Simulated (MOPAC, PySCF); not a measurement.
[Ti(Cl)3(NH2)], neutral singlet in the gas phase. 

Z-matrix (Å, degrees):
```
Ti
N 1 1.8349
H 2 1.0204 1 124.36
H 2 1.0207 3 111.28 1 -176.18
Cl 1 2.1851 2 106.55 3 26.99
Cl 1 2.1868 2 106.85 3 149.93
Cl 1 2.1973 2 108.87 3 -91.84
```
Charge 0, spin multiplicity 1.

All levels are single points at this geometry (r2SCAN-D4/def2-SVP); Pople sets use spherical d functions. Orbital energies aren't observables, and empty levels follow the basis.

| level | HOMO (eV) | LUMO (eV) | gap (eV) | dipole (D) | vertical IE, Delta-SCF (eV) |
|---|---|---|---|---|---|
| TPSSh-D3(BJ)/def2-TZVP in PySCF | -7.76 | -3.73 | 4.03 | 3.04 | – |
| B3LYP/3-21G in PySCF | -8.40 | -3.66 | 4.73 | 4.27 | – |
| B3LYP/6-311+G** (LANL2DZ on Ti) in PySCF | -8.42 | -3.84 | 4.58 | 3.32 | – |
| B3LYP/6-31G* (LANL2DZ on Ti) in PySCF | -8.31 | -3.72 | 4.59 | 3.58 | 10.36 |
| B3LYP/LANL2DZ in PySCF | -8.55 | -3.95 | 4.60 | 3.92 | – |
| BP86/6-31G* (LANL2DZ on Ti) in PySCF | -7.29 | -4.42 | 2.88 | 3.51 | – |
| PBE/6-31G* (LANL2DZ on Ti) in PySCF | -7.19 | -4.32 | 2.87 | 3.50 | 10.04 |
| SVWN5/6-31G* (LANL2DZ on Ti) in PySCF | -7.31 | -4.44 | 2.87 | 3.52 | 10.22 |
| PM7 in MOPAC | -10.44 | -1.75 | 8.69 | 3.21 | – |
